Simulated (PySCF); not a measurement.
TeFBr, SMILES Br[Te]F. Atoms are numbered in the order given.

```xyz
3

Te     0.3225     0.8425     0.0000
F     -1.5113     1.4148     0.0000
Br    -0.0905    -1.6155     0.0000
```

The structure is a stationary point at B3LYP-D3(BJ)/def2-TZVP. The def2 effective core potentials stand for the cores of Te; spin–orbit coupling is left out.

These are PBE0/def2-TZVPD in PySCF values and carry that method's errors.

Mulliken values depend strongly on the basis, most of all with diffuse functions as here. ESP charges are fitted to the potential on shells at 1.4 to 2.0 van der Waals radii. Atomic charges (e):

```json
[
 {"atom": "Te1", "ESP fit": "?", "Mulliken": "0.57"},
 {"atom": "F2", "ESP fit": "?", "Mulliken": "-0.42"},
 {"atom": "Br3", "ESP fit": "?", "Mulliken": "-0.16"}
]
```

Q: Some entries are withheld; supply them. (Estimate from the structure and the level; the computed values follow.)

A: 
- Te1, ESP fit: 0.30
- F2, ESP fit: -0.21
- Br3, ESP fit: -0.09
